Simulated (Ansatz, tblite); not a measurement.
Cost and result up the ladder for Mo3H6S8 (17 atoms). Charge 0, multiplicity 1. Geometry: r2SCAN-D4/def2-SVP.

```xyz
17

Mo   -0.600   -1.032   -0.266
Mo   -0.654    0.801    1.367
Mo    1.124    0.902   -0.792
S     0.431   -2.604    0.759
S     0.370    2.624    0.510
S    -2.909   -1.283   -0.624
S     0.152   -0.597   -2.566
S     0.547   -0.052    3.102
S    -2.895    1.121    1.774
S     3.177    0.237   -0.054
S     1.410    2.245   -2.652
H    -2.825   -2.623   -0.844
H     1.085   -1.578   -2.438
H     0.733   -1.329    2.577
H    -3.508    0.064    1.157
H     2.623   -0.328    1.062
H     1.739    3.433   -2.070
```

Ansatz on 2 threads of AMD EPYC 7R13 on a shared host and a share (18 GiB) of an NVIDIA H100 80GB HBM3; xTB runs through tblite on one thread. Times are rough, summed over both states, and most runs start from the orbitals of an earlier one. No level here is sound enough to serve as a yardstick. The other state is a doublet.

In the def2 sets Mo takes a core potential; there is no spin–orbit coupling. The xTB rows come from tblite. Single mean-field runs in def2-TZVP are fitted with def2-universal-jkfit. The order of the spin states hangs on the level: the triplet lies 0.23 eV below the singlet at r2SCAN0-D4/def2-TZVP, but 0.33 eV above it at PBE-D4/def2-TZVP.

Run but left out: PBE-QIDH/def2-TZVP (singlet: restricted singlet, unstable in another Hartree–Fock run and untested here).

Raw xTB energies of ions are shifted by several eV.

| level | functions | wall time |
| --- | --- | --- |
| GFN1-xTB | 111 | 0.13 s |
| GFN2-xTB | 105 | 0.17 s |
| PBE-D4/def2-TZVP (with forces) | 452 | 9.9 s |
| BLYP-D4/def2-TZVP | 452 | 12 s |
| r2SCAN-D4/def2-TZVP | 452 | 13 s |
| PBE0-D4/def2-TZVP (with forces) | 452 | 16 s |
| r2SCAN0-D4/def2-TZVP | 452 | 17 s |

**Question.** Estimate what each level gives for the vertical IE (eV).

**Answer.** 
| level | vertical IE (eV) | remarks |
| --- | --- | --- |
| GFN1-xTB | 12.73 | – |
| GFN2-xTB | 12.72 | – |
| PBE-D4/def2-TZVP (with forces) | 7.52 | – |
| BLYP-D4/def2-TZVP | 7.39 | restricted SCF unstable in HF (singlet) |
| r2SCAN-D4/def2-TZVP | 7.59 | restricted SCF unstable in HF (singlet) |
| PBE0-D4/def2-TZVP (with forces) | 7.74 | restricted SCF unstable in HF (singlet) |
| r2SCAN0-D4/def2-TZVP | 7.76 | restricted SCF unstable in HF (singlet) |
